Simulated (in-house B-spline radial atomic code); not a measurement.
Radial electron density of Nd2+, [Kr] 4d10 4f4 5s2 5p5 5d1. Method: scalar-relativistic (X2C) CAM-B3LYP, spin-polarised, spherical fractional occupations, Fermi nucleus of rms radius 4.9123 fm. Calculated with a B-spline radial code for spherical atoms.

Caution: exact exchange at fractional occupations of open shells leaves self-interaction of up to several eV.

One-electron X2C: radii and densities carry no picture-change correction, so inner-shell <1/r> comes out high (for 1s by about 2 % at Z = 33, 5 % at 54, 10 % at 75, 30 % at 118) and <r> low.

Columns: r (bohr), 4πr²n(r) (electrons per bohr), bar.

```
0.000639     2.46 #
0.000794    3.423 #
0.000986    4.739 ##
 0.00122    6.495 ###
 0.00152    8.937 ####
 0.00189    12.17 #####
 0.00235    16.41 #######
 0.00292    21.83 #########
 0.00362    28.53 ############
  0.0045    36.72 ###############
 0.00559     46.1 ###################
 0.00694    56.18 ########################
 0.00862    66.08 ############################
  0.0107    74.36 ###############################
  0.0133    79.54 ##################################
  0.0165    80.36 ##################################
  0.0205    76.99 ################################
  0.0255    71.73 ##############################
  0.0317    69.15 #############################
  0.0393    73.66 ###############################
  0.0489    86.04 ####################################
  0.0607    99.72 ##########################################
  0.0754    104.3 ############################################
  0.0936    94.95 ########################################
   0.116    80.81 ##################################
   0.144    77.67 #################################
   0.179    87.26 #####################################
   0.223    88.97 ######################################
   0.277    68.11 #############################
   0.344    41.93 ##################
   0.427    34.55 ###############
   0.531    40.27 #################
   0.659    37.62 ################
   0.819    24.82 ##########
    1.02    14.14 ######
    1.26    9.871 ####
    1.57    7.457 ###
    1.95    4.634 ##
    2.42    2.161 #
    3.01   0.7732 
    3.74   0.2337 
    4.64  0.06145 
    5.77  0.01217 
    7.16 0.001549 
     8.9 0.0001014
```

On this grid the curve has 4 maxima, near 0.0165, 0.0754, 0.223, 0.531 bohr.

The 5d up radial function P(r) = rR(r), positive near the nucleus:

| r (bohr) | P |
| --- | --- |
| 0.0107 | 0.001187 |
| 0.0165 | 0.003694 |
| 0.0255 | 0.011 |
| 0.0393 | 0.02995 |
| 0.0607 | 0.07194 |
| 0.0936 | 0.1403 |
| 0.144 | 0.194 |
| 0.223 | 0.1231 |
| 0.344 | -0.1244 |
| 0.531 | -0.303 |
| 0.819 | -0.07374 |
| 1.26 | 0.4097 |
| 1.95 | 0.6795 |
| 3.01 | 0.5389 |
| 4.64 | 0.2253 |
| 7.16 | 0.03875 |
